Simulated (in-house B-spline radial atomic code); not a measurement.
Cd⁶⁺: [Kr] 4d6

All numbers are computed (Dirac-Kohn-Sham PBE, spherical fractional occupations; Fermi nucleus of rms radius 4.6087 fm) with a radial B-spline atomic code at the basis-set limit, not measured.

Z_r = [3n² - l(l+1)]/(2<r>); Z_e = n√(-2ε); the last column is Slater's effective charge. Values are occupation-weighted means over j. An effective charge above Z reflects the relativistic contraction of the inner shells.

```tsv
shell	electrons	ε (eV)	<r> (bohr)	Z_r	Z_e	Slater
1s	2	-26607	0.0304	49.35	44.22	47.70
2s	2	-4033.6	0.1313	45.71	34.44	43.85
2p	6	-3633.7	0.1147	43.61	32.68	43.85
3s	2	-831.16	0.3578	37.73	23.45	36.75
3p	6	-699.37	0.3564	35.07	21.51	36.75
3d	10	-491.28	0.3342	31.41	18.03	26.85
4s	2	-198.99	0.8595	27.92	15.30	20.25
4p	6	-158.94	0.9224	24.93	13.67	20.25
4d	6	-99.198	1.079	19.46	10.80	10.25
```

The least bound orbital is 4d5/2 at -98.82 eV, and it is also the most diffuse (<r> = 1.083 bohr).

Spin-orbit splittings of the orbital energies (j = l + 1/2 above j = l - 1/2 when positive): 2p 192.5 eV, 3p 34.43 eV, 3d 7.006 eV, 4p 6.31 eV, 4d 0.9515 eV.

For the 1s electron the small component carries 3.1 % of the norm, the zero-frequency Breit interaction raises the level by 59.44 eV, self-energy by 33.38 eV, and vacuum polarisation lowers it by 4.257 eV.

The density falls to 0.001 bohr⁻³ at 2.583 bohr; Σ<r²> = 18.209 bohr² gives, by the non-relativistic formula and without the paramagnetism of open shells, a Langevin diamagnetic susceptibility of -14.42×10⁻⁶ cm³/mol.
